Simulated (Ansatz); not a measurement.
Program: Ansatz. Geometries: PBE0-D4/def2-TZVP. ΔE: electronic, gas phase. CBS: MP2 limit from def2 TZ/QZ plus the TZ coupled-cluster correction, frozen cores. DFT in def2-TZVPP. B3LYP here is the variant with VWN-RPA as its local correlation; programs differ in this. Each species was taken in one conformer, which may not be the lowest.

Consider the isomerisation: `C/C([SiH3])=N\[SiH3]` → `N=CC[SiH2][SiH3]`.

**Question.** Is it downhill or uphill in electronic energy at CCSD(T)/CBS, and by how much? (Best estimate.)

**Answer.** The calculation gave: Uphill: ΔE = +15.1 kJ/mol.

**Question.** What do these levels give: PBE-D4, B3LYP-D4, ωB97M-V, B2PLYP, r2SCAN, B3LYP, HF/def2-TZVPP, SCS-MP2/def2-TZVPP, CCSD/def2-TZVPP, MP2/def2-QZVPP, HF/CBS(def2), MP2/CBS(def2)? (Estimate.)

**Answer.** Ansatz gave: PBE-D4 4.1, B3LYP-D4 21.3, ωB97M-V 18.4, B2PLYP 22.1, r2SCAN 12.6, B3LYP 21.3, HF/def2-TZVPP 29.2, SCS-MP2/def2-TZVPP 23.6, CCSD/def2-TZVPP 14.1, MP2/def2-QZVPP 22.3, HF/CBS(def2) 30.9, MP2/CBS(def2) 22.5 kJ/mol.

Largest T1 diagnostic among the species: 0.013.

In def2-TZVPP, CCSD(T) changes the Hartree–Fock value by −15.8 kJ/mol (the triples alone add −0.7 kJ/mol) and MP2 by −8.4 kJ/mol.
